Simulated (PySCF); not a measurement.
Compound: C8H10.
Z-matrix (Å and degrees, GFN2-xTB geometry), rows numbered from 1:
```
C 
C   1  1.3318
C   2  1.4201  1  122.62
C   3  1.3109  2  151.83  1   176.10
C   4  1.5003  3   64.30  2  -178.97
C   5  1.4982  3  120.46  4  -106.76
C   6  1.5009  5  119.59  3  -114.13
C   7  1.4985  6   60.03  5  -109.47
H   1  1.0772  2  121.04  3    -0.18
H   1  1.0761  2  121.96  3  -179.74
H   2  1.0837  1  121.09  3   179.81
H   4  1.0621  3  150.64  5   178.38
H   5  1.0891  3  118.82  4   105.29
H   6  1.0844  5  113.34  3    30.40
H   7  1.0795  6  118.74  8  -108.25
H   7  1.0801  6  117.81  8   107.86
H   8  1.0797  6  117.74  7  -107.89
H   8  1.0794  6  118.80  7   108.24
```

NICS is the negative of the GIAO shielding at a point without a nucleus: at the ring centre (0) and 1 Å above and below it (1); zz is the component along the ring normal. Level: GIAO PBE0/pcSseg-1 (PySCF, non-relativistic, gas phase) on the GFN2-xTB geometry, one conformer.

Ring bond lengths (Å), with Mayer bond orders in brackets: C3–C4 1.311 (1.58), C4–C5 1.500 (0.94), C5–C3 1.504 (0.91); C6–C7 1.501 (0.94), C7–C8 1.498 (0.98), C8–C6 1.500 (0.95).

Task: Give the NICS values of each ring in ppm.

Result: 
```tsv
ring	type	NICS(0)	NICS(1), two faces	NICS(1)zz, two faces	rms pucker (Å)	centre to ring atoms, mean (Å)
C3–C4–C5	3-membered carbocycle; formal bonds 1 double, 2 single	-29.2	-6.7 / -7.6	-12.4 / -16.4	0.00	0.83
C6–C7–C8	3-membered carbocycle; formal bonds all single	-44.1	-8.5 / -8.9	-20.4 / -23.9	0.00	0.87
```

Task: What do they say, and how far can they be read as aromaticity?

Result: 
- C3–C4–C5: mean NICS(1)zz -14.4 ppm, shielded. C5 has four or more neighbours; no verdict on aromaticity is drawn. The two faces differ by 4.0 ppm, so no symmetry operation interchanges them. NICS(0) lies 22 ppm below the mean NICS(1).
- C6–C7–C8: mean NICS(1)zz -22.2 ppm, shielded. C6, C7, C8 have four or more neighbours; no verdict on aromaticity is drawn. The two faces differ by 3.5 ppm, so no symmetry operation interchanges them. NICS(0) lies 35 ppm below the mean NICS(1).

Task: What is the mean of the two in-plane components of NICS at the first NICS(1) probe listed for ring C3–C4–C5, 1 Å off the ring?

Result: The isotropic value is a third of the trace: (3 × -6.7 − (-12.4))/2 = -3.9 ppm.

Task: How shielded are the nuclei of the rings and their hydrogens (means over atoms taken as equivalent)?

Result: 
| atoms | environment | σ isotropic (ppm) | principal values of the symmetric part, first atom (ppm) |
| --- | --- | --- | --- |
| C3 | fully substituted alkene carbon | 53.4 | -77.4, 71.0, 166.5 |
| C4 | alkene CH carbon | 64.9 | -52.1, 68.7, 178.0 |
| C5 | allylic carbon | 159.7 | 119.4, 121.8, 237.9 |
| C6 | three-membered-ring carbon | 167.3 | 138.9, 142.5, 220.5 |
| C7 | three-membered-ring carbon | 181.0 | 154.1, 176.3, 212.7 |
| C8 | three-membered-ring carbon | 181.3 | 154.5, 176.1, 213.4 |
| H12 | vinylic hydrogen | 24.30 | 22.0, 25.1, 25.8 |
| H13 | methine hydrogen | 30.85 | 24.4, 29.2, 39.0 |
| H14 | methine hydrogen | 31.82 | 25.9, 29.7, 39.9 |
| H15 | methylene hydrogen | 31.26 | 25.8, 26.7, 41.3 |
| H16 | methylene hydrogen | 31.46 | 26.7, 28.3, 39.4 |
| H17 | methylene hydrogen | 31.45 | 26.2, 28.4, 39.8 |
| H18 | methylene hydrogen | 31.21 | 25.5, 26.6, 41.5 |
